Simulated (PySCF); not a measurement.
Radial density of Kr (krypton, neutral)

UHF, [Kr], closed-shell 1S. All numbers are calculated (PySCF 2.14, the spin-free X2C one-electron Hamiltonian (Gaussian nucleus), in jorge-DZP-DKH (8s6p2d1f, 43 functions)).

```
r (bohr)  4πr²ρ (e/bohr)
0.000730          0.4000
 0.00123          0.9602
 0.00207           2.279
 0.00347           5.256
 0.00584           11.40
 0.00983           22.31
  0.0165           36.58
  0.0278           44.92
  0.0468           39.08
  0.0787           40.52
   0.132           53.55
   0.223           33.92
   0.374           35.44
   0.630           24.71
    1.06           6.374
    1.78           4.740
    3.00           1.056
    5.04         0.01823
```

Densities and radii are taken from the X2C orbitals without a picture-change correction, which distorts them close to the nucleus.
